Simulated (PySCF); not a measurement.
# LDA on Tl+ (thallium, charge +1)

Configuration: [Xe] 4f14 5d10 6s1 7s1, high-spin 3S determinant (an excited configuration). Calculation: PySCF 2.14, in aug-cc-pVQZ-PP with ECP60MDF (7s7p5d3f2g, 92 functions); scalar relativity through the core potential.

| Quantity | Value |
| --- | --- |
| Total energy | -171.5626 hartree |
| One-electron energy | -291.6574 hartree |
| Hartree (Coulomb) energy | 134.3555 hartree |
| Exchange-correlation energy | -14.2606 hartree |
| ⟨S²⟩ | 2.0004 |
| ⟨L²⟩ | 0.000 |
| Sum of ⟨r⟩ | 29.88 bohr |
| Sum of ⟨r²⟩ | 72.40 bohr² |

```
shell  electrons  mean orbital energy (eV)  rms radius, mean of both spins (bohr)
 5s α          1                   -144.07                                  0.942
 5s β          1                   -143.94                                  0.942
 5p α          3                   -89.935                                   1.08
 5p β          3                   -89.788                                   1.08
 5d α          5                   -28.187                                   1.49
 5d β          5                   -27.825                                   1.49
 6s α          1                   -21.024                                   2.44
 7s α          1                    -6.045                                   5.95
```

Energies and moments cover only the electrons outside the core potential. Spin-orbit coupling, which splits the p, d and f shells strongly at this Z, is absent. The outer electron is Rydberg-like, and this basis confines it to a smaller radius and binds it less than a complete one would.
